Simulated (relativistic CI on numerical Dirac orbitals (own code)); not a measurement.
## Pd4+ (4d6) in a crystal field

Calculated by Dirac-Coulomb-Breit CI, separate exchange-only KLI orbitals for each configuration, model QED, valence Slater integrals scaled by 0.7, one configuration in a parametric crystal field (own radial code).

Field parameters in Wybourne normalisation: Td as Oh with Dq negative (B⁴₀ = 21Dq, B⁴₄ = √(5/14) B⁴₀). The field is a parameter set, without covalency.

S is read from ⟨S²⟩ = S(S + 1).

Site symmetry Td; labels are those of the double group. Computed levels in cm⁻¹ above the lowest, in rising order:

```tsv
Δ (size of 10Dq)	Lowest	No. 2	No. 3	No. 4	No. 5	No. 6	No. 7	No. 8
3200	A1	143 T1	255 E	620 T2	1277 A2	3198 T2	4149 T1	4297 E
5800	A1	154 T1	258 E	605 T2	1054 A2	5251 T2	6298 E	6344 T1
8400	A1	156 T1	237 E	579 T2	992 A2	7535 T2	8453 E	8679 T2
10950	A1	163 T1	207 E	581 T2	1038 A2	6648 T2	7123 E	8518 T1
13550	A1	134 E	174 T1	584 T2	1210 A2	4656 T2	5199 E	6626 T1
16100	E	93 A1	272 T1	524 T2	1680 A2	3305 T2	3915 E	5194 T1
18700	E	394 T2	620 A1	754 T1	3005 A2	3644 T2	4118 E	4979 T1
```

Ground-state S against |10Dq| in cm⁻¹: 3200: 1.97, 5800: 1.97, 8400: 1.96, 10950: 1.94, 13550: 1.89, 16100: 1.66, 18700: 1.36.

No abrupt spin change occurs in this range.
